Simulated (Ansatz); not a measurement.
Calculated with Ansatz (gas phase, PBE0-D4/def2-TZVP geometries, no zero-point term in ΔE). CBS: MP2 limit from def2 TZ/QZ plus the TZ coupled-cluster correction, frozen cores. DFT in def2-TZVPP. For Br, Ga, Se outer-core shells are correlated without core-valence functions, which leaves a few kJ/mol of doubt a bond. Scalar relativity is left out up to krypton. One conformer a species, not always the lowest.

Reaction (redistribution): `[NH2][GaH][SeH]` + `ClC[SiH2]Br` → `[NH2][GaH][CH2]Cl` + `[SeH][SiH2]Br`

```csv
level,ΔE (eV)
B2PLYP,0.55
r2SCAN,0.54
PBE0,0.54
MP2/def2-TZVPP,0.55
CCSD/def2-TZVPP,0.57
MP2/def2-QZVPP,0.53
MP2/CBS(def2),0.52
CCSD/CBS(def2),0.53
```

Problem. What does CCSD(T)/CBS give? (Best estimate.)

Solution. Ansatz gave: +0.52 eV. The listed levels differ from it by 0.03, 0.02, 0.02, 0.03, 0.05, 0.01, 0.00, 0.01 eV.

Largest T1 diagnostic among the species: 0.013.

From PBE to PBE0 (25 % exact exchange), in def2-TZVPP and without D4, ΔE moves by +0.05 eV. In def2-TZVPP, CCSD(T) changes the Hartree–Fock value by −0.10 eV (the triples alone add −0.01 eV) and MP2 by −0.10 eV.
